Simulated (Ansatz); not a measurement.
Stepwise reaction of `[CH3][Zr]([CH3])([F])[F]` with ammonia, as a gas-phase model of exchange steps in deposition or etching. ΔE in kJ/mol; ΔG adds harmonic PBE0-D4 terms to CCSD(T)/CBS, at 1 bar.

Computed with Ansatz on PBE0-D4/def2-TZVP structures; ΔE is electronic, products minus reactants. CBS: MP2 limit from def2 TZ/QZ plus the TZ coupled-cluster correction, frozen cores. This one scheme is used for every species. Functionals use def2-TZVPP. B3LYP here is the variant with VWN-RPA as its local correlation; programs differ in this. Elements past krypton have def2 core potentials. For Zr outer-core shells are correlated without core-valence functions, which leaves a few kJ/mol of doubt a bond. Each species was taken in one conformer, which may not be the lowest.

```tsv
step	reaction	PBE-D4	B3LYP-D4	ωB97M-V	CCSD(T)/CBS	ΔG(500 K)
1	`[CH3][Zr]([CH3])([F])[F]` + NH₃ → `[CH3][Zr]([NH2])([F])[F]` + CH₄	-117.4	-122.3	-118.7	-117.8	-100.0
2	`[CH3][Zr]([NH2])([F])[F]` + NH₃ → `[NH2][Zr]([NH2])([F])[F]` + CH₄	-105.6	-111.4	-107.5	-105.9	-97.6
```

Problem. By hand: ΔE of the 2 steps together at CCSD(T)/CBS.

Solution. (-117.8) + (-105.9) = -223.7 kJ/mol, or -111.8 kJ/mol a step.

In ΔE each step is higher than the one before. All are downhill at CCSD(T)/CBS. ΔG lies between -100.0 and -97.6 kJ/mol a step. PBE-D4 differs from CCSD(T)/CBS by 0.3 to 0.4 kJ/mol a step. Isolated molecules leave out the surface, adducts and barriers. Largest T1 diagnostic: 0.017.
